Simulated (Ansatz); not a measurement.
Basis-set extrapolation for C4H8O2Si (`C=C[Si](O)(O)C=C`) (PBE0-D4/def2-TZVP geometry, frozen core, the Gaussian-basis code of Ansatz). Multiplicity 1, RHF reference.

|  | def2-TZVPP | def2-QZVPP |
| --- | --- | --- |
| HF | -595.008754 | -595.032324 |
| MP2 correlation | -1.238597 | -1.328768 |
| CCSD(T) correlation | -1.337860 | not run |

Energies in hartree. Use E(X) = E(∞) + A·exp(−7.88·√X) for Hartree–Fock and E(X) = E(∞) + B·X^(−2.97) for correlation, with X = 3 and 4, and add CCSD(T) minus MP2 of the smaller set to the MP2 limit.

Q: What is the CCSD(T) energy at the basis-set limit?

A: HF limit: -595.032324 + (-0.023570) × 0.13774 = -595.03557. MP2 limit: -1.328768 + (-0.090171) × 0.74074 = -1.39556. Higher-order term: -1.337860 − (-1.238597) = -0.09926. Total: -596.53039 hartree, 482.5 kJ/mol below CCSD(T)/def2-TZVPP.
